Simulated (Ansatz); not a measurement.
`COC1(O)BC1` → `B/C=C(/O)OC`  (isomerisation)

Isolated molecules relaxed with PBE0-D4/def2-TZVP in Ansatz; ΔE leaves out vibrations. CCSD(T)/CBS adds triple-zeta CCSD(T) − MP2 to the extrapolated MP2 energy (def2 sets, frozen cores). Functionals use def2-TZVPP. B3LYP here is the variant with VWN-RPA as its local correlation; programs differ in this. Each species was taken in one conformer, which may not be the lowest.

(1) Is it downhill or uphill in electronic energy at CCSD(T)/CBS, and by how much? (An estimate is asked.)

(2) What do these levels give: r2SCAN-D4, B3LYP-D4, ωB97X-V, B2PLYP, PBE, HF/def2-TZVPP, MP2/def2-TZVPP, CCSD/def2-TZVPP, MP2/def2-QZVPP, HF/CBS(def2), MP2/CBS(def2), CCSD/CBS(def2)? (Estimate.)

Largest T1 diagnostic among the species: 0.013.

Results:

(1) Ansatz gave: Downhill: ΔE = -109.7 kJ/mol.

(2) The calculation gave: r2SCAN-D4 -117.7, B3LYP-D4 -124.2, ωB97X-V -102.9, B2PLYP -122.5, PBE -113.0, HF/def2-TZVPP -131.7, MP2/def2-TZVPP -113.5, CCSD/def2-TZVPP -111.2, MP2/def2-QZVPP -110.9, HF/CBS(def2) -131.9, MP2/CBS(def2) -108.9, CCSD/CBS(def2) -106.6 kJ/mol.

From PBE to PBE0 (25 % exact exchange), in def2-TZVPP and without D4, ΔE moves by +4.2 kJ/mol. In def2-TZVPP, CCSD(T) changes the Hartree–Fock value by +17.5 kJ/mol (the triples alone add −3.1 kJ/mol) and MP2 by +18.2 kJ/mol.
